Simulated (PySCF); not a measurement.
# Spin states and ions at one geometry of WH4(PH3)

PySCF 2.14.0, UKS PBE0, W def2-SVP with ECP60, H def2-SVP, P def2-SVP; non-relativistic Hamiltonian with scalar-relativistic core potentials where named; density fitting; no spin-orbit coupling; singlets restricted, open shells unrestricted. The geometry is relaxed for charge 0, triplet, vacuum:

```xyz
9

W     0.0000    0.5891    0.0492
H     0.0000   -0.1919    1.5674
H     1.4016    0.1786   -0.8355
H     0.0000    2.3445    0.3053
H    -1.4016    0.1786   -0.8355
P     0.0000   -1.9390   -0.3367
H    -1.0685   -2.7315    0.1653
H     0.0000   -2.4484   -1.6640
H     1.0685   -2.7315    0.1653
```

Energies count from the relaxed state; an electron taken off or put on is at rest in vacuum. Charges and spins are Mulliken's.

```tsv
state	energy (eV)	spin squared	charge on W1 (e)	spin on W1 (e)	dipole about the centre of mass (D)
charge 0, triplet, vacuum	0.00	2.02	0.56	2.27	3.53
charge 0, singlet, vacuum	1.48	0.00	0.53	0.00	3.34
charge 0, quintet, vacuum	4.25	6.02	0.23	3.03	2.72
charge +1, doublet, vacuum	8.43	0.76	0.95	1.16	4.44
charge -1, doublet, vacuum	-0.38	0.76	0.00	1.12	2.29
charge -1, quartet, vacuum	-0.21	3.77	-0.10	3.19	4.25
```

**Question.** What does the state charge +1, quartet, vacuum give?

**Answer.** energy (eV) 9.57, spin squared 3.77, charge on W1 (e) 0.62, spin on W1 (e) 2.27, dipole about the centre of mass (D) 3.21.

With an electron taken off (doublet, the lower of the two states computed) the charges change, summed by element, by W +0.38 e, H +0.71 e, P -0.09 e. The vertical ionisation energy is 8.43 eV, against −ε(HOMO) = 6.48 eV over both spins of the relaxed state. The level lies 2.0 eV too high, as is usual for semilocal functionals and global hybrids, which keep a self-interaction error.

With an electron put on (doublet, the lower of the two states computed) the charges change, summed by element, by W -0.56 e, H -0.52 e, P +0.08 e. The vertical electron affinity is 0.38 eV, against −ε(LUMO) = 2.01 eV over both spins of the relaxed state. The basis has no diffuse functions, which an added electron needs. The added electron's level lies above zero.

Open shells may have lower solutions than those found. A restricted singlet can lie too high where a spin-broken solution exists, which wasn't tested: charge 0, singlet, vacuum.
